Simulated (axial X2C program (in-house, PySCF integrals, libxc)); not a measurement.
# Curves of BrNdBr from open-shell CI on f4 s0 d(πδ)0

Calculated with an in-house all-electron X2C program for linear molecules (integrals from PySCF): two-component X2C with atomic mean-field Coulomb and Gaunt terms, basis Br dyall-v3z, Nd dyall-v3z (cores contracted in-house). Orbitals come from Hartree–Fock averaged over the configuration Nd f4 s0 d(πδ)0; CI then distributes these electrons over the f, s, d(πδ) shells of Nd.

Scan along the symmetric stretch (R is each bond); masses Br 78.918 u, Nd 141.908 u, Br 78.918 u. Energies in cm⁻¹ from the lowest point; levels are followed by energy order within each Ω. Lowest level at 2.898 Å: 100% f4.

```json
{"R (Å)": "2.695", "(1)Ω=0": "3007", "(1)Ω=1": "3063", "(1)Ω=2": "3177", "(1)Ω=3": "3265", "(1)Ω=4": "3556"}
{"R (Å)": "2.797", "(1)Ω=0": "657", "(1)Ω=1": "712", "(1)Ω=2": "829", "(1)Ω=3": "937", "(1)Ω=4": "1235"}
{"R (Å)": "2.898", "(1)Ω=0": "0", "(1)Ω=1": "48", "(1)Ω=2": "154", "(1)Ω=3": "267", "(1)Ω=4": "566"}
{"R (Å)": "3.014", "(1)Ω=0": "642", "(1)Ω=1": "687", "(1)Ω=2": "788", "(1)Ω=3": "909", "(1)Ω=4": "1200"}
{"R (Å)": "3.130", "(1)Ω=0": "2344", "(1)Ω=1": "2384", "(1)Ω=2": "2481", "(1)Ω=3": "2604", "(1)Ω=4": "2882"}
{"R (Å)": "3.260", "(1)Ω=0": "5074", "(1)Ω=1": "5110", "(1)Ω=2": "5199", "(1)Ω=3": "5322", "(1)Ω=4": "5583"}
{"R (Å)": "3.420", "(1)Ω=0": "9144", "(1)Ω=1": "9175", "(1)Ω=2": "9256", "(1)Ω=3": "9375", "(1)Ω=4": "9613"}
```

Task: Fit the curves (1)Ω=0, (1)Ω=1, (1)Ω=2, (1)Ω=3, (1)Ω=4 near their minima.

Result: From the open-shell CI curves, Te from the lowest:

| level | Te (cm⁻¹) | Re (Å) | ωe (cm⁻¹) |
| --- | --- | --- | --- |
| (1)Ω=0 | 0 | 2.899 | 154.4 |
| (1)Ω=1 | 48 | 2.900 | 154.5 |
| (1)Ω=2 | 155 | 2.901 | 154.7 |
| (1)Ω=3 | 268 | 2.900 | 154.9 |
| (1)Ω=4 | 567 | 2.900 | 154.2 |

Without dynamic correlation distances can be off by several hundredths of an Å (long for ionic bonds, short for multiple bonds) and the wavenumbers are rough.

The 5 lowest curves are shown; the next is (2)Ω=0, from 1128 cm⁻¹.

Dynamic correlation is missing, so gaps between terms are too wide and other configurations may lie lower; the lowest level listed is that of this model, not necessarily the ground state. At most 4 roots were kept for each Ω > 0 (twice that for Ω = 0) within 2.2 eV of the lowest, so higher up levels can be missing between those listed; levels with Ω > 0 are doubly degenerate and listed once, Ω = 0 levels singly. States that fill the shells left empty in the average are placed too high. The molecule was held linear; bending was not examined.
